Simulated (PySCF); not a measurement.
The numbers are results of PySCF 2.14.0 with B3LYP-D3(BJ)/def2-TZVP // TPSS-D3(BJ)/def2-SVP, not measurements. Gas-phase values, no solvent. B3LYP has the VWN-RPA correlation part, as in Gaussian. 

Reference species: [Ti(Br)(H)3] (neutral, multiplicity 1).

```
Item                                                             Value
------------------------------------------------------------  --------
HOMO                                                          -8.79 eV
dipole moment                                                   0.58 D
mean distance from the central atom to its bonded neighbours   1.850 Å
HOMO–LUMO gap                                                  5.37 eV
```

Changed species: [Ti(Br)2(H)2] (2 of 4 Br replaced by H; the reference has 3 of 4 Br replaced by H).

Problem. Give the shifts of the HOMO, dipole moment, mean distance from the central atom to its bonded neighbours and HOMO–LUMO gap.

Solution. the HOMO falls by 0.04 eV, to -8.83 eV; the dipole moment decreases by 0.42 D, to 0.16 D; the mean distance from the central atom to its bonded neighbours increases by 0.154 Å, to 2.004 Å; the HOMO–LUMO gap decreases by 0.22 eV, to 5.15 eV.
